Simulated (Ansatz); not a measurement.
Species: BI$_{2}$, SMILES `[B](I)I` (charge 0, multiplicity 2), formula BI₂.

Task: How many basis functions does frozen-core CCSD(T)/def2-TZVPP // PBE0-D3(BJ)/def2-TZVP run with Ansatz (a program for electronic structure) use, how many core orbitals are frozen, and how many electrons are correlated?

Result: 131 basis functions and 9 frozen orbitals, which leaves 37 correlated electrons (filled d shells below the valence shell are correlated). Core time is of the order of minutes.
